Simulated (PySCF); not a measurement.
# Radial density of Pm³⁷⁺ (promethium, charge +37)

TPSSh, [Ar] 3d6, high-spin 5D determinant. Computed with PySCF 2.14 in an uncontracted even-tempered set (18 s from 6.6 bohr⁻², ratio 2.5; 12 p from 8.6 bohr⁻², ratio 2.5; 8 d from 8.6 bohr⁻², ratio 2.5; 4 f from 34 bohr⁻², ratio 2.7; 3 g from 51 bohr⁻², ratio 2.7), with the spin-free X2C one-electron Hamiltonian (Gaussian nucleus).

```
r (bohr)  4πr²ρ (e/bohr)  4πr²(ρα − ρβ)
  0.0223           75.67         0.0178
  0.0375           73.22         0.2490
  0.0630           101.4         2.1420
   0.106           76.48        10.1434
   0.178           67.13        19.7156
   0.300           41.68         9.1212
   0.505           1.851         0.3925
   0.849        0.002939         0.0008
```

Densities and radii are taken from the X2C orbitals without a picture-change correction, which distorts them close to the nucleus.

Spin-orbit coupling is strong in this species (close to jj coupling), so the high-spin LS determinant is a model state, not a physical level.
